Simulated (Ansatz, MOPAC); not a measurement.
Species: SbF₃, charge 0, multiplicity 1. SMILES: [F][Sb]([F])[F]

Atoms: Sb1, F2, F3, F4. Bonds: Sb1-F2, Sb1-F3, Sb1-F4.

Bond lengths (Å) and angles (degrees) optimised at AM1 with MOPAC; PM3 with MOPAC; HF/3-21G with Ansatz (a first-principles code), each started from the B3LYP-D3(BJ)/def2-TZVP structure (Ansatz) of the last column. A row stands for all coordinates that are equal there.

```tsv
coordinate	AM1	PM3	HF/3-21G	B3LYP-D3(BJ)/def2-TZVP
Sb1-F2	1.889	1.953	1.867	1.902
F2-Sb1-F3	92.6	90.2	92.6	95.0
```

Mean signed difference of all 3 bond lengths from B3LYP-D3(BJ)/def2-TZVP: AM1 -0.013 Å, PM3 0.051 Å, HF/3-21G -0.035 Å.
